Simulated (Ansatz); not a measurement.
Input file for Ansatz (a program for electronic structure): R-CCSD(T)/cc-pV(D+d)Z on H2 (SMILES [H][H]). The basis file is the Basis Set Exchange's JSON of that set.

Ansatz 0.2 input:
```yaml
crystal:
  periodic: [false, false, false]
  atoms:
    - {symbol: H, position_ang: [0.00000000, 0.00000000, 0.37198582]}
    - {symbol: H, position_ang: [-0.00000000, -0.00000000, -0.37198582]}
basis:
  gaussian:
    orbitals: cc-pV_D+d_Z.json
magnetization: {spin_polarized: false}
correlation: {method: ccsd_t, electrons: outside_noble_gas}
scf: {lower_state_search: off}
```

Predict the final total energy.

-1.1635 hartree (reference determinant -1.1287, T1 diagnostic 0.005).
